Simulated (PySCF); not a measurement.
**EPR parameters of C4H9Si2**

Species: C₄H₉Si₂ (doublet state).
Geometry (GFN2-xTB, Å), atoms numbered from 1 in this order:
```xyz
15
C4H9Si2 angstrom
C      2.3270    1.5403   -0.0941
C      1.4316    0.7543    0.4950
C      0.2330    0.1831   -0.1084
Si    -0.4259    0.9133   -1.6545
C     -0.3605   -0.8874    0.5173
Si    -1.8843   -1.8150   -0.0069
H      3.1877    1.9087    0.4382
H      2.2416    1.8398   -1.1255
H      1.5971    0.4662    1.5279
H     -1.5783    0.3559   -2.3354
H      0.0244    2.1989   -2.1614
H      0.1303   -1.2378    1.4196
H     -2.1416   -2.8808    0.9649
H     -1.7356   -2.4139   -1.3437
H     -3.0510   -0.9176   -0.0603
```

The hyperfine couplings belong to this conformer and change with its torsions.

As a line formula: `C=C/C([SiH2])=C/[SiH3]` [radical].

Computed, not measured: PySCF 2.14.0, UKS B3LYP, pcH-1 on C H Si, non-relativistic, mean-field spin-orbit, GIAO. One conformer (not necessarily the lowest) at the GFN2-xTB geometry, without solvent, vibrations or thermal averaging. The geometry wasn't refined by DFT: couplings that depend on bond lengths, twists or pyramidal angles can differ widely from those at the functional's own minimum, by a factor of two or more for some ions and for spin on atoms past the first row. The frame is twisted about the C2–C3 bond at this geometry (dihedral H9–C2–C3–C5 = -16°); couplings at other torsion angles weren't computed. No stability test was run, so a lower SCF solution isn't excluded.

```json
{"g1, g2, g3": "2.00219, 2.00396, 2.00453", "g_iso": "2.00356", "Form of g": "rhombic: the two nearest values differ by 24 % of g3 − g1", "⟨S²⟩": "0.7702 (exact 0.7500)", "HOMO–LUMO gap, α and β orbitals": "3.53, 4.13 eV"}
```

Hyperfine couplings atom by atom, in MHz; T1 to T3 are the principal values of the dipolar part; ρ(0) is the spin density at the nucleus:

| atom | isotope | a_iso | of which spin–orbit | T1 | T2 | T3 | Mulliken spin population | ρ(0) (bohr⁻³) |
| --- | --- | --- | --- | --- | --- | --- | --- | --- |
| C1 | 13C | -3.8 | 0.0 | -9.0 | 4.1 | 4.8 | -0.06 | -0.0034 |
| C2 | 13C | 6.5 | 0.0 | -3.0 | -1.8 | 4.8 | 0.04 | 0.0058 |
| C3 | 13C | -32.4 | 0.0 | -17.3 | 7.1 | 10.2 | -0.17 | -0.0288 |
| Si4 | 29Si | -142.3 | 1.1 | -172.1 | 85.8 | 86.3 | 0.94 | 0.1613 |
| C5 | 13C | 29.4 | -0.1 | -25.5 | -24.2 | 49.7 | 0.34 | 0.0262 |
| Si6 | 29Si | 13.9 | 0.0 | -1.3 | -0.4 | 1.7 | -0.01 | -0.0156 |
| H7 | 1H | 4.7 | 0.0 | -1.0 | -0.4 | 1.4 | 0.00 | 0.0010 |
| H8 | 1H | 4.2 | 0.0 | -3.6 | -2.5 | 6.0 | 0.00 | 0.0009 |
| H9 | 1H | -5.4 | 0.0 | -1.2 | -0.9 | 2.1 | 0.00 | -0.0012 |
| H10 | 1H | -42.3 | 0.0 | -10.9 | 4.0 | 6.9 | -0.04 | -0.0095 |
| H11 | 1H | -44.0 | 0.0 | -11.8 | 4.3 | 7.6 | -0.04 | -0.0098 |
| H12 | 1H | -20.8 | 0.0 | -12.5 | -0.3 | 12.8 | -0.02 | -0.0046 |
| H13 | 1H | -0.5 | 0.0 | -1.4 | -1.2 | 2.6 | 0.00 | -0.0001 |
| H14 | 1H | 13.9 | 0.0 | -1.7 | -0.6 | 2.3 | 0.01 | 0.0031 |
| H15 | 1H | 11.1 | 0.0 | -1.9 | -0.6 | 2.5 | 0.01 | 0.0025 |

The largest Mulliken spin populations are on Si4 (+0.94), C5 (+0.34) and C3 (-0.17). The angles at Si4 add up to 359.3°, so it is planar; its axial dipolar tensor and the negative couplings of its protons fit spin in a p orbital normal to that plane.

Axes: g3 points within 2° of the C5–H12 bond.

Under fast tumbling the dipolar parts average out, and these isotropic splittings remain: 2 × 1H (H10/H11, I = 1/2, 3 lines) with 1.54 mT, 1 × 1H (H12, I = 1/2, 2 lines) with 0.74 mT, 3 × 1H (H13/H14/H15, I = 1/2, 4 lines) with 0.29 mT, 1 × 1H (H9, I = 1/2, 2 lines) with 0.19 mT, 1 × 1H (H7, I = 1/2, 2 lines) with 0.17 mT and 1 × 1H (H8, I = 1/2, 2 lines) with 0.15 mT.

Nuclei that the bonding pattern makes equivalent are averaged, as if the motion that swaps them (rotation, inversion, ring flip) were fast. The three 1H nuclei of mean +8.2 MHz run from -0.5 to 13.9 MHz in the frozen geometry.

The 13C coupling of C3 (-32.4 MHz) shows only in satellite lines or after enrichment, since that isotope makes up about 1.07 % of natural carbon.

The 29Si coupling of Si4 (-142.3 MHz) shows only in satellite lines or after enrichment, since that isotope makes up about 4.7 % of natural silicon.

β density exceeds α density at some nuclei, such as C3 (-0.0288), Si6 (-0.0156) and H10/H11 (-0.0097), spin density in bohr⁻³. In a single determinant that takes different orbitals for the two spins, that is spin polarisation.
